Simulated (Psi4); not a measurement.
Psi4 was given this input:
```
memory 2 GB

molecule {
-1 1
B     0.00000000    0.00000000    0.00000000
H    -0.78935573   -0.82329958   -0.45703408
H     0.16226976   -0.21027872    1.19968171
H    -0.45033333    1.13195784   -0.16017538
H     1.07741931   -0.09837954   -0.58247225
}

set {
  basis cc-pvdz
}

energy('scf')
print_variables()
```

### Question
Estimate the nuclear repulsion energy that HF/cc-pVDZ (Psi4) returns for this input.

### Answer
10.1958 Eh

### Question
Predict the total energy from HF/cc-pVDZ.

### Answer
-26.971565 Ha

### Question
Predict the number of basis functions from HF/cc-pVDZ.

### Answer
34

A gas-phase anion may not be bound at this level; its values then depend on the basis.
